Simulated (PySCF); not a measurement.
**How methods differ on the ionisation energy of In**

In [Kr] 4d10 5s2 5p1 (2P) → In⁺ [Kr] 4d10 5s2 (1S), as a difference of total energies. All numbers are calculated (PySCF 2.14, a scalar-relativistic core potential, in aug-cc-pwCVDZ-PP with ECP28MDF (6s5p4d1f, 48 functions)). Correlated levels: valence: 4s2 4p6 4d10 frozen; valence and next inner shell: nothing frozen outside the core potential. The calculations carry no spin-orbit coupling.

```tsv
method	ionisation energy (eV)
UHF	5.207
LDA	5.709
PBE	5.583
PBE0	5.611
r2SCAN	5.708
B2PLYP	5.481
BLYP	5.484
TPSS	5.543
r2SCAN0	5.722
MP2 (valence)	5.347
SCS-MP2 (valence)	5.326
MP2 (valence and next inner shell)	5.367
SCS-MP2 (valence and next inner shell)	5.314
```

Problem. How much does correlation contribute at MP2 (valence and next inner shell)?

Solution. 5.367 − (5.207) = 0.160 eV, measured against UHF.

Errors of the correlated levels include the incompleteness of this basis and the frozen core.

For comparison: 5.603 eV (measured; NIST levels, between the centres of gravity of the two terms).
